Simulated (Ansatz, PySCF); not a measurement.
C3H9B, SMILES C(C)(B)C. Atoms are numbered in the order given.

```xyz
13

B     -0.0821    -1.6132     0.0000
H     -0.1678    -2.2260    -1.0430
H     -0.1678    -2.2260     1.0430
C      0.2608    -0.0891     0.0000
C     -0.1015     0.6827    -1.2750
C     -0.1015     0.6827     1.2750
H      1.3737    -0.2320     0.0000
H      0.3592     1.6848    -1.2880
H     -1.1930     0.8250    -1.3460
H      0.2214     0.1462    -2.1807
H      0.2214     0.1462     2.1807
H      0.3592     1.6848     1.2880
H     -1.1930     0.8250     1.3460
```

The structure is a stationary point at ωB97X-D3(BJ)/def2-SVP. This is a generated structure with no PubChem entry under its InChIKey; it may be hypothetical.

Two levels are set side by side: PBE-D3(BJ)/def2-SVP (Ansatz, a first-principles code) and ωB97X-D3(BJ)/def2-SVP (PySCF). Each level has its own optimised geometry; the coordinates shown are those of the second. Frequencies come from the Hessian of PySCF at each geometry. Differences are taken from unrounded values.

| quantity | ωB97X-D3(BJ) | PBE-D3(BJ) | PBE-D3(BJ) minus ωB97X-D3(BJ) |
|---|---|---|---|
| mean bond length (Å) | 1.233 | 1.238 | 0.005 |
| bond B1–C4 (Å) | 1.562 | 1.550 | -0.012 |
| bond C4–C5 (Å) | 1.534 | 1.533 | -0.001 |
| bond C4–C6 (Å) | 1.534 | 1.533 | -0.001 |
| bond B1–H2 (Å) | 1.213 | 1.220 | 0.007 |
| bond B1–H3 (Å) | 1.213 | 1.220 | 0.007 |
| bond C4–H7 (Å) | 1.122 | 1.144 | 0.022 |
| bond C5–H8 (Å) | 1.103 | 1.111 | 0.008 |
| bond C5–H9 (Å) | 1.103 | 1.110 | 0.007 |
| bond C5–H10 (Å) | 1.101 | 1.108 | 0.007 |
| bond C6–H11 (Å) | 1.101 | 1.108 | 0.007 |
| bond C6–H12 (Å) | 1.103 | 1.111 | 0.008 |
| bond C6–H13 (Å) | 1.103 | 1.110 | 0.007 |
| highest harmonic wavenumber (cm⁻¹) | 3158 | 3065 | -93 |
| mean harmonic wavenumber (cm⁻¹) | 1513 | 1455 | -58 |
| zero-point energy (kcal/mol) | 71.38 | 68.64 | -2.74 |

Exact exchange shortens and stiffens bonds; PBE has none. Differences between two approximate levels are no errors against the true value.
